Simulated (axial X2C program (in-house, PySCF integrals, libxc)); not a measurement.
# Low determinants of CsGe at the PBE0 level, two-component

All values were computed with an axial X2C code built on PySCF integrals. Two-component (2c) means X2C with spin–orbit coupling and atomic mean-field two-electron Coulomb and Gaunt terms. Basis: Cs dyall-cv3z [15s15p9d4f1g], Ge dyall-cv3z [9s9p7d4f1g] (cores contracted in-house); Gaussian nuclei, density fitting, unrestricted open shells. Masses: Cs 132.905 u, Ge 73.921 u.

Search at 3.304 Å (vertical energies from the lowest determinant):

| ΔE (eV) | state | electrons beyond evenly filled partner blocks | electrons in ±ω = 1/2, 3/2, 5/2, 7/2 |
| --- | --- | --- | --- |
| 0.00 | Ω = 3/2 | ω = 3/2 | 56 25 6 0 |
| 0.51 | Ω = 1/2 | 2 × ω = -1/2, ω = 3/2 | 56 25 6 0 |
| 0.87 | Ω = 1/2 | ω = 1/2 | 57 24 6 0 |
| 0.97 | Ω = 5/2 | 2 × ω = 1/2, ω = 3/2 | 56 25 6 0 |
| 1.06 | Ω = 1/2 | ω = 1/2 | 55 26 6 0 |
| 3.25 | Ω = 7/2 | ω = 1/2, 2 × ω = 3/2 | 55 26 6 0 |
| 3.26 | Ω = 5/2 | ω = -1/2, 2 × ω = 3/2 | 55 26 6 0 |

Lowest determinant, Ω = 3/2 (⟨Sz⟩ = 1.50, ⟨Lz⟩ = 0.00 at PBE0): Re = 3.294 Å, ωe = 112.8 cm⁻¹.

The determinant in row 2 of the search, Ω = 1/2 (⟨Sz⟩ = 0.50, ⟨Lz⟩ = 0.00 at PBE0), was followed along the bond at PBE0; measured from the minimum of the lowest determinant it gives:

Te = 0.508 eV (4095 cm⁻¹), Re = 3.321 Å, ωe = 103.8 cm⁻¹.

**Question.** Compare the bond of the determinant in row 2 with that of the lowest one.

**Answer.** At PBE0 its Re is 0.027 Å longer and its force constant, which goes as ωe², is 0.85 times that of the lowest determinant. This determinant mixes spin states, so it has no term energy of its own.

The search compares states at one distance, so a state with another bond length can lie lower; it is not exhaustive and yields mostly the lowest determinant of each block pattern, so other components and higher states of one pattern are missing. These are energies of single determinants, not of spin-adapted states; PBE0 term energies can be off by some tenths of an eV, and the functional has no current term. The lowest determinant need not be the ground state where others lie within half an eV.
